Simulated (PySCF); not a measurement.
**Electron correlation in Ar (argon, neutral)**

[Ar], closed-shell 1S. All numbers are calculated (PySCF 2.14, the non-relativistic Hamiltonian (point nucleus), in cc-pV(D+d)Z (4s3p2d, 23 functions)). Frozen: [Ne]; 8 electrons correlated.

MP2 pair energies summed by pair of shells (mhartree):

```
 pair   energy  share (%)
3p-3p  -116.02       80.2
3s-3p   -22.04       15.2
3s-3s    -6.65        4.6
```

Total MP2 correlation energy: -144.70 mhartree.

Same-spin part -39.87 and opposite-spin part -104.84 mhartree; SCS-MP2 scales them by 1/3 and 6/5 to -139.09 mhartree.

```json
{"level": "CCSD", "correlation energy (mhartree)": "-158.08"}
{"level": "(T)", "correlation energy (mhartree)": "-1.59"}
{"level": "CCSD(T)", "correlation energy (mhartree)": "-159.67"}
```

Diagnostics: T1 = 0.0014, D1 = 0.0020, largest double amplitude 0.046.

Question: Is a single reference adequate?

Answer: Yes: T1 lies below 0.03 and no double amplitude reaches 0.07.
